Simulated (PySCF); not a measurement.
How methods differ on the excitation energy of Ne²⁺

Ne²⁺ [He] 2s2 2p4 (3P) → Ne²⁺ [He] 2s2 2p3 3d1 (5D), as a difference of total energies. Calculation: PySCF 2.14, in aug-cc-pCVTZ-DK with one added diffuse shell each of s, p, d, f type (8s7p5d3f, 75 functions); scalar relativity by spin-free X2C-1e. Correlated levels: valence and next inner shell: nothing frozen. The calculations carry no spin-orbit coupling.

```
                                method  excitation energy (eV)
                                   UHF                  47.727
    MP2 (valence and next inner shell)                  48.798
SCS-MP2 (valence and next inner shell)                  48.947
   CCSD (valence and next inner shell)                  48.801
CCSD(T) (valence and next inner shell)                  48.812
```

Q: How much does correlation contribute at CCSD(T) (valence and next inner shell)?

A: 48.812 − (47.727) = 1.085 eV, measured against UHF.

A first-order spin-orbit estimate (lowest level to lowest level, LS coupling) adds 0.037 eV.

The promoted electron is Rydberg-like, and one or two diffuse shells describe it only roughly, which tends to raise the upper state.
